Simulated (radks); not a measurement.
Problem. Spherical quantum dot in the effective-mass picture: electrons in a hard-walled sphere of radius 6.27, with a point charge +1 (a donor) at the centre, all in effective atomic units (hartree* = m*/eps^2 hartree, bohr* = eps/m* bohr), one dielectric constant everywhere. Method: non-relativistic Kohn-Sham, LDA (Slater exchange, Perdew-Wang correlation), spin-polarised, spherical densities; computed with a radial shooting solver with Libxc functionals. Levels are named by radial order and angular momentum (1s, 1p, 1d, 2s, ...), and open shells are averaged over m. Results are scaled to m* = 0.419 and eps = 11, for which hartree* = 94.23 meV and bohr* = 1.389 nm. At N = 32 the configuration is 1s2 1p6 1d10 2s(up 1, down 0) 1f(up 7, down 6). Does electron 33 go into 2s down or 1f down or 1g up?

Solution. Into 1f down. The total energies of the other choices lie higher by 15.8 meV (2s down), 16.1 meV (1g up).
